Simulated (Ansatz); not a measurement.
Abridged output of a molecular run in Ansatz:

```
Functional definition: HF
839 factors; integrals over basis functions are off by at most 4.4e-4 eV
mean field evaluation 1: about -20827.9149 eV, gradient 2.2e1 eV
mean field evaluation 2: about -20827.9293 eV, gradient 2.2e1 eV
mean field evaluation 4: about -20831.1355 eV, gradient 2.9e0 eV
mean field evaluation 8: about -20831.2406 eV, gradient 1.5e-1 eV
mean field evaluation 16: about -20830.9433 eV, gradient 1.9e0 eV
mean field -20831.24195818 eV, -765.5340220402 hartree, gradient 2.7e-6 eV, S^2 0.763100; 2 other end points of the search recorded, 0 dependent functions left out
11 core orbitals not correlated: weight in the atoms' cores, before any rotation towards them, 1.000 or more for the frozen orbitals, at most 0.000 for the correlated occupied ones
reference -20831.24195818 eV, -765.5340220402 hartree; 16, 15 occupied and 50, 51 virtual orbitals, 839 factors
second order -13.45981790 eV of doubles, -0.00000000 eV of singles
cycle   1  -13.62587488 eV  change   -1.7e-1 eV  update   1.0e-1
cycle   2  -14.08871338 eV  change   -4.6e-1 eV  update   3.4e-2
cycle   3  -14.20185675 eV  change   -1.1e-1 eV  update   1.8e-2
cycle   4  -14.20433474 eV  change   -2.5e-3 eV  update   6.0e-3
cycle   5  -14.20597232 eV  change   -1.6e-3 eV  update   3.2e-3
cycle   6  -14.20582524 eV  change    1.5e-4 eV  update   1.3e-3
cycle   7  -14.20594465 eV  change   -1.2e-4 eV  update   5.9e-4
cycle   8  -14.20614164 eV  change   -2.0e-4 eV  update   2.3e-4
cycle   9  -14.20602691 eV  change    1.1e-4 eV  update   7.8e-5
cycle  10  -14.20599206 eV  change    3.5e-5 eV  update   3.0e-5
perturbative correction -0.52121356 eV, -0.0191542449 hartree
Total energy: -20845.96916380 eV, -766.0752368643 hartree
Checks for a lower state left out: cluster_reference
```

Its atoms:

```xyz
5

N    -1.738   -0.369   -1.704
C    -0.907   -0.068   -0.963
Sn    0.615    0.657    0.325
Cl   -0.040   -0.058    2.436
H     2.070   -0.161   -0.094
```

(1) Which basis set was used?
A. def2-SVP
B. def2-QZVPP
C. def2-SVPD
D. cc-pV(T+d)Z

(2) Write the keys of the input that set method, charge and spin (a neutral closed shell needs none for the last two).

Results:

(1) A. It gives 77 functions.

(2) 
```yaml
magnetization: {spin_polarized: true, initial_magnetization: 1}
correlation: {method: ccsd_t}
scf: {omitted_lower_state_checks: [cluster_reference]}
```
